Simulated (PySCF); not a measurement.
**Working out the ionisation energy of Kr⁺**

Kr⁺ [Ar] 3d10 4s2 4p5 (2P) → Kr²⁺ [Ar] 3d10 4s2 4p4 (3P). Calculation: PySCF 2.14, in aug-cc-pVTZ-DK; the spin-free X2C one-electron Hamiltonian (Gaussian nucleus). Frozen: [Ar] 3d10. Energies in hartree (1 hartree = 27.21139 eV):

```json
{"part": "UHF", "Kr⁺ (lower)": "-2787.693795", "Kr²⁺ (upper)": "-2786.840038"}
{"part": "MP2 opposite-spin", "Kr⁺ (lower)": "-0.107904", "Kr²⁺ (upper)": "-0.084204"}
{"part": "MP2 same-spin", "Kr⁺ (lower)": "-0.031511", "Kr²⁺ (upper)": "-0.024298"}
```

What does Hartree-Fock give?

(-2786.840038) − (-2787.693795) = 0.853757 hartree = 23.232 eV.

What do MP2 and SCS-MP2 (6/5 opposite-spin, 1/3 same-spin) give?

The opposite-spin parts differ by 0.645 eV and the same-spin parts by 0.196 eV. MP2: 23.232 + (0.645) + (0.196) = 24.073 eV. SCS-MP2: 23.232 + 1.2 × (0.645) + (0.196)/3 = 24.071 eV.

A first-order spin-orbit estimate adds -0.024 eV to MP2 (valence), giving 24.049 eV against 24.360 eV (measured; NIST Atomic Spectra Database, ionization energies).

What remains against the reference includes basis incompleteness, the frozen core and correlation beyond second order.
